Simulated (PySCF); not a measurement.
# State search for AlSb

Unrestricted PBE0; PySCF, scalar-relativistic core potentials, basis sets Al cc-pV(T+d)Z, Sb cc-pVTZ-PP with ECP28. Outer shells of the fragments: Al 3s2 3p1; Sb 4d10 5s2 5p3.

Followed along the bond (rough minima from three points):

```tsv
2Ms+1	unpaired	⟨S²⟩ at the start	R at minimum (Å)	Te (eV)
3	π ↑↑	2.01	2.76	0.00
3	σ ↑, π ↑	2.02	2.52	0.06
1	σ ↓, π ↑	1.02	2.50	0.21
1	π ↑↓	1.01	2.76	0.27
1	none	0.00	none in the scan	≤ 0.92
```

Solutions found at the starting distance of 2.560 Å, counted from the lowest of them; the search is not exhaustive and high or unbound solutions are not listed, so other states can lie among these:

```csv
2Ms+1,unpaired,term,E (eV),⟨S²⟩,⟨Lz²⟩,μ (D)
3,"σ ↑, π ↑",³Π,0.00,2.02,1.01,-1.81
3,π ↑↑,³Σ⁻,0.05,2.01,0.00,0.04
1,"σ ↓, π ↑",mixed,0.15,1.02,1.01,-1.91
1,π ↑↓,mixed,0.32,1.01,2.02,0.12
1,none,¹Σ⁺,1.05,0.00,0.00,-2.96
1,none,mixed,1.13,0.00,2.01,0.38
5,"σ ↑, π ↑↑↑",⁵Π,1.57,6.01,1.01,0.88
3,"σ ↑, π ↑↑↓",mixed,2.00,3.02,3.03,0.79
3,"σ ↓, π ↑↑↑",mixed,2.16,3.03,1.01,1.15
3,π ↑↑,mixed,2.56,2.04,2.02,-1.08
```

A term symbol is given only where ⟨S²⟩ and ⟨Lz²⟩ are close to those of a pure state; real π, δ and φ orbitals otherwise mix terms. A positive dipole means Al(−)Sb(+).

**Question.** Compare the gap between the two lowest followed solutions at the starting distance with the gap between their minima.

**Answer.** At PBE0 the second solution (triplet, unpaired electrons σ ↑, π ↑) lies -0.05 eV from the first (triplet, unpaired electrons π ↑↑) at 2.560 Å and +0.06 eV at the minima; the two curves relax by different amounts, since their minima lie near 2.52 and 2.76 Å.

Spin–orbit coupling is left out.
